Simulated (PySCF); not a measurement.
Structure elucidation problem

An unknown has the formula C6H8N2. Its calculated NMR data are:

1H NMR (300 MHz, computed): δ 8.64 (dd, J = 5.3, 1.5 Hz, 1H), 8.59 (d, J = 2.2 Hz, 1H), 7.49 (ddd, J = 8.5, 2.2, 1.5 Hz, 1H), 7.20 (dd, J = 8.5, 5.3 Hz, 1H), 3.58 (s, 2H), 0.34 (br s, 2H).

13C{1H} NMR (computed): δ 159.3 (CH), 158.1 (CH), 150.4 (C), 144.0 (CH), 132.0 (CH), 49.4 (CH2).

Isolated molecule, averaged over atoms made equivalent by symmetry, fast rotation or ring inversion, a single conformation, non-relativistic. Spin–spin couplings from B3LYP/pcJ-1 (spin–dipole term only in couplings to heteroatoms); NMR shieldings at CAM-B3LYP/pcSseg-1/GIAO; PBE0-D3(BJ)/def2-SVP geometry; PySCF 2.14.0 with density-fitted response routines.

References, each an isolated molecule treated in the same way: TMS for 1H (31.33 ppm) and 13C (182.45 ppm).

Propose a structure and justify it.

Answers


Rings plus π bonds: 4 (1 ring in the answer). 6 carbon signals for 6 carbons: no two carbons are equivalent. Carbon types of the structure: 1 × C, 4 × CH, 1 × CH2, leaving 2 H on heteroatoms. δC 159.3, 158.1: aromatic CH next to a ring nitrogen; the adjacent pyridine-type nitrogen withdraws density from it. δC 150.4: substituted aromatic carbon. δC 144.0, 132.0: aromatic CH. δC 49.4: sp3 CH2 bonded to N, on an aromatic ring; the inductive effect lowers its shielding. δH 8.64, 8.59: hydrogen on an aromatic CH next to a ring nitrogen; ring current plus the neighbouring ring nitrogen. δH 7.49, 7.20: hydrogen on an aromatic CH; ring-current deshielding. δH 3.58: hydrogen on an sp3 CH2 bonded to N, on an aromatic ring; its carbon carries N, an electronegative neighbour. The protons at 7.49 and 7.20 share a coupling of 8.5 Hz (vicinal, an ortho-type coupling). The protons at 7.20 and 8.64 share a coupling of 5.3 Hz (vicinal, an ortho-type coupling).

Structure: SMILES n1cccc(CN)c1.

This is the structure that produced the data.

The OH or NH signal is concentration- and solvent-dependent in practice; the value given is the gas-phase one. Splittings below 1 Hz are ignored in the labels, and close J values are merged. Unscaled 3J(H,H) at this level run about 10 % above measured values. Shifts are as computed, not scaled to solution data. Of 1211 compounds with measured shifts, 218 miss one by over three times the rms of a fit or turn the order of signals round; such compounds aren't used in these exercises. Couplings to exchangeable protons are dropped.
